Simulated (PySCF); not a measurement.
Species: C₅H₇N₃O.
SMILES with atom numbers: `[CH3:1][C:2](=[O:3])[c:4]1[cH:5][n:6]([CH3:7])[n:8][n:9]1` (hydrogens: H10, H11, H12 on C1; H13 on C5; H14, H15, H16 on C7)

The calculation used PySCF 2.14.0, density-fitted response routines, TDDFT B3LYP/def2-SVPD, vertical, gas phase, core orbitals frozen in the response. Isolated species at its GFN2-xTB geometry (one conformer only). Torsions of this conformer, `[CH3:1][C:2](=[O:3])[c:4]1[cH:5][n:6]([CH3:7])[n:8][n:9]1`: C1–C2–C4–C5 -179°.

Each state is given a Gaussian of 0.25 eV full width at half maximum, with ε(max) = 2.175×10⁸ f / Δν̃ (Δν̃ the width in cm⁻¹). The cross-section is σ = 3.8235×10⁻²¹ ε cm², given in Mb (10⁻¹⁸ cm²). The width is an assumption, not a result. The curve ends short of the highest state used, and states not computed would add to its high-energy end.

E (eV), σ (Mb) and a bar:
```
     3.58       0.00 
     3.67       0.00 
     3.76       0.01 
     3.86       0.03 
     3.95       0.04 
     4.04       0.03 
     4.13       0.01 
     4.22       0.00 
     4.32       0.00 
     4.41       0.00 
     4.50       0.00 
     4.59       0.00 
     4.68       0.00 
     4.78       0.02 
     4.87       0.08 
     4.96       0.17 
     5.05       0.16 
     5.14       0.08 
     5.24       0.08 
     5.33       1.20 
     5.42      10.41 ###
     5.51      44.28 ##############
     5.60      92.24 ##############################
     5.70      90.40 #############################
     5.79      42.12 ##############
     5.88      10.05 ###
     5.97       2.70 #
     6.06       4.86 ##
     6.15       7.36 ##
     6.25       5.11 ##
```

Question: Locate the maxima and give the states behind the curve.

Answer: 313 nm (3.96 eV), ε about 11, made up of S1 (100%); 248 nm (5.00 eV), ε about 46, made up of S2 (100%); 220 nm (5.65 eV), ε about 27000, made up of S4 (98%); 201 nm (6.16 eV), ε about 1900, made up of S6 (100%) (ε in L mol⁻¹ cm⁻¹; maxima over ε = 5, shares over 10%). The states used: S1 3.96 eV (f 0.0001); S2 5.00 eV (f 0.0004); S3 5.60 eV (f 0.0039); S4 5.65 eV (f 0.242); S5 5.76 eV (f 0.0031); S6 6.16 eV (f 0.018); S7 6.65 eV (f 0.013); S8 6.85 eV (f 0.152).

Question: On this curve, what absorbance would a 10⁻⁴ mol/L sample give at 308 nm over a 1 cm path?

Answer: 308 nm is 4.025 eV, where ε is about 8.7 L mol⁻¹ cm⁻¹, so A = ε c l ≈ 0.00087 (Beer–Lambert, with the gas-phase spectrum and the assumed width).

Question: What would ε be at 5.65 eV, the highest of these maxima, with half the width (0.125 eV)?

Answer: About 52800 L mol⁻¹ cm⁻¹ against 26700, a factor of about 1.98; a lone state at its own centre would give exactly 2.

Question: Coming from long wavelengths, where does ε first pass 100 L mol⁻¹ cm⁻¹?

Answer: At about 234 nm (5.29 eV), 1.34 eV above S1.
